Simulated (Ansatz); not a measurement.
A nudged elastic band was laid between two geometries of C3H7FGe (12 atoms, charge 0, multiplicity 1).

These are results of RKS BLYP/def2-SVP in Ansatz 0.2.0, not measurements.

```json
{"movable images": "5", "climbing image": "yes", "spring": "0.1 eV/Å²", "optimiser": "quadratic models (default)", "start path": "IDPP", "force threshold": "0.05 eV/Å", "iteration limit": "60", "end points": "relaxed"}
```

First end point:

```xyz
12
Properties=species:S:1:pos:R:3
C -1.752 1.240 -0.180
C -0.443 0.573 0.131
F 0.286 1.303 1.038
C 0.071 -0.577 -0.342
Ge 1.825 -1.279 0.200
H -1.581 2.256 -0.593
H -2.351 1.367 0.746
H -2.339 0.651 -0.909
H -0.535 -1.140 -1.068
H 2.060 -2.617 -0.556
H 1.873 -1.546 1.730
H 2.963 -0.285 -0.163
```

Last end point:

```xyz
12
Properties=species:S:1:pos:R:3
C -1.640 1.215 -0.704
C -0.320 0.556 -0.371
F 0.743 1.195 -0.957
C -0.085 -0.527 0.394
Ge 1.710 -1.253 0.724
H -1.470 2.089 -1.360
H -2.159 1.563 0.213
H -2.320 0.513 -1.226
H -0.958 -1.019 0.851
H 2.393 -1.690 -0.602
H 1.564 -2.493 1.650
H 2.620 -0.204 1.422
```

Question: What changes between the two ends?

Answer: No bond is made or broken. The dihedral C2–C4–Ge5–H12 goes from -61 to 60°.

Question: What energy profile does the band end with?

Answer: It converged. The highest image is number 6 of 0 to 6, 8.7 kJ/mol above the first end and 0.0 kJ/mol above the last; the last end lies 8.7 kJ/mol above the first. The highest image is an end point: on this band no image between the ends rises above it. Between wells the path still climbs a hump at image 2, 0.02 eV above the well before it.

```
image  path coordinate (Å)  energy (kJ/mol)  dihedral C2–C4–Ge5–H12 (°)
    0                 0.00              0.0                         -61
    1                 0.91              0.9                         -34
    2                 1.83              2.2                          -7
    3                 2.78              1.7                          21
    4                 3.75              2.4                          52
    5                 4.76              8.7                          60
    6                 4.77              8.7                          60
```

Time of the run: 3.2 min on 2 threads of Arm Neoverse V1 (shared host), peak memory 0.17 GiB.
